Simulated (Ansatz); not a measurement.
System: FeF, net charge 0, sextet state. The spin state was set by rule; other spins were not relaxed. SMILES: [Fe][F]
Structure (B3LYP-D3(BJ)/def2-TZVP (Ansatz, a first-principles code) minimum search):
```
Fe
F 1 1.7865
```
Charge 0, spin multiplicity 6.

Wanted: vertical ionisation energy (to the quintet state of charge +1; each state is the SCF solution reached for its spin), in eV. Cores are frozen in the correlated levels unless marked. UHF or UKS for open shells. No spin-orbit coupling. Frozen are the shells of the preceding noble gas and the d and f shells that filled before the atom's block. Non-relativistic. CBS marks a two-point X^-3 extrapolation of the correlation energy; Hartree-Fock from the larger set.

| level | program | vertical ionisation energy (eV) |
|---|---|---|
| SVWN5/def2-TZVPD | Ansatz | 8.31 |
| PBE/def2-TZVPD | Ansatz | 8.14 |
| r2SCAN/def2-TZVPD | Ansatz | 8.31 |
| B3LYP/def2-TZVPD | Ansatz | (withheld) |
| PBE0/def2-TZVPD | Ansatz | 8.26 |
| BHLYP/def2-TZVPD | Ansatz | 8.23 |
| CAM-B3LYP/def2-TZVPD | Ansatz | (withheld) |
| wB97M-V/def2-TZVPD | Ansatz | (withheld) |
| wB97X-V/def2-TZVPD | Ansatz | (withheld) |
| CCSD/def2-SVPD | Ansatz | 7.95 |
| CCSD/def2-TZVPPD | Ansatz | 8.15 |
| CCSD/def2-QZVPPD | Ansatz | 8.17 |
| CCSD(T)/CBS(def2-TZVPPD,def2-QZVPPD) | Ansatz | 8.20 |

Question: Fill in the missing entries.

Answer: 
- B3LYP/def2-TZVPD, vertical ionisation energy (eV): 8.30
- CAM-B3LYP/def2-TZVPD, vertical ionisation energy (eV): 8.32
- wB97M-V/def2-TZVPD, vertical ionisation energy (eV): 8.06
- wB97X-V/def2-TZVPD, vertical ionisation energy (eV): 8.02
